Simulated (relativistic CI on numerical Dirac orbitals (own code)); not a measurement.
Fe⁺ in a cubic cluster: L2,3 absorption with charge transfer

Computed with a charge-transfer multiplet model of a cubic metal-ligand cluster with up to 3 ligand holes, Slater and spin-orbit integrals from Dirac-Coulomb-Breit ions, Slater integrals scaled by 0.8. The ground state mixes d7 with configurations of k ligand holes L, whose averages lie at kΔ + k(k − 1)U_dd/2; a core hole lowers each added d electron by U_cd. 20 K, Lorentzian 0.4 eV and Gaussian 0.3 eV FWHM.

Atomic integrals in eV (Slater integrals scaled, ζ unscaled), ground: F2dd 7.751, F4dd 4.773, zeta_d 0.042; with the core hole: F2dd 8.441, F4dd 5.207, zeta_d 0.059, zeta_core 8.141, F2cd 4.939, G1cd 3.627, G3cd 2.059.

Cluster parameters (eV): U_dd = 6, U_cd = 7.1, 10Dq = 0.65, 10Dq(ligand) = 0.4, V(eg) = 1.6, V(t2g) = -0.87, final-state hopping factor = 0.8.

```tsv
Case	n_d	d7	d8L	d9L2	d10L3	S
Δ = 3.6 eV	7.16	0.84	0.16	0.00	0.00	1.50
Δ = 4.6 eV	7.13	0.88	0.12	0.00	0.00	1.50
Δ = 5.6 eV	7.10	0.90	0.09	0.00	0.00	1.50
Δ = 6.6 eV	7.08	0.92	0.08	0.00	0.00	1.50
Δ = 7.6 eV	7.06	0.94	0.06	0.00	0.00	1.50
```

Weights, n_d and S are thermal averages at 20 K. Photon energies count from the first peak over 30 % of the highest in each spectrum, which can be another peak from case to case. The parameters are a model scan and need not match a compound or its usual spin state. Peaks in eV (height, largest 100):
- Δ = 3.6 eV: 0.0 (58), 0.9 (100), 1.5 (97), 2.4 (100), 14.5 (35)
- Δ = 4.6 eV: 0.0 (56), 0.9 (100), 1.5 (97), 2.4 (99), 14.5 (37)
- Δ = 5.6 eV: 0.0 (56), 0.9 (100), 1.5 (97), 2.4 (98), 14.5 (38), 15.7 (6)
- Δ = 6.6 eV: 0.0 (54), 0.8 (100), 1.4 (96), 2.3 (95), 14.5 (39), 15.8 (6)
- Δ = 7.6 eV: 0.0 (54), 0.9 (100), 1.5 (98), 2.4 (96), 14.5 (40), 15.8 (6)

Curve for Δ = 6.6 eV (points under 2 left out, the grid thinned):

(E (eV), Intensity): (-2.0, 2.0), (-1.7, 2.6), (-1.5, 3.1), (-1.2, 4.2), (-0.9, 6.5), (-0.7, 9.6), (-0.4, 23.4), (-0.2, 44.3), (0.1, 50.5), (0.4, 59.6), (0.6, 88.0), (0.9, 98.3), (1.2, 87.7), (1.4, 96.4), (1.7, 76.5), (2.0, 69.4), (2.2, 87.9), (2.5, 85.5), (2.7, 60.5), (3.0, 43.4), (3.3, 25.6), (3.5, 19.6), (3.8, 15.1), (4.1, 12.1), (4.3, 10.1), (4.6, 7.6), (4.9, 5.2), (5.1, 3.4), (5.4, 2.2), (12.9, 2.4), (13.2, 4.5), (13.5, 11.7), (13.7, 20.1), (14.0, 26.9), (14.3, 37.4), (14.5, 39.1), (14.8, 27.3), (15.1, 13.2), (15.3, 8.3), (15.6, 5.8), (15.8, 5.8), (16.1, 5.3), (16.4, 3.7), (16.6, 3.0), (16.9, 2.3)

For the case Δ = 5.6 eV, Δ = 5.6 eV is smaller than U_dd = 6 eV, the charge-transfer side of the Zaanen-Sawatzky-Allen scheme. With the core hole the configuration with one ligand hole lies at Δ + U_dd − U_cd = 2.5, 3.5, 4.5, 5.5, 6.5 eV from the one without, in the order of the table; where this is negative the screened configuration lies lower.
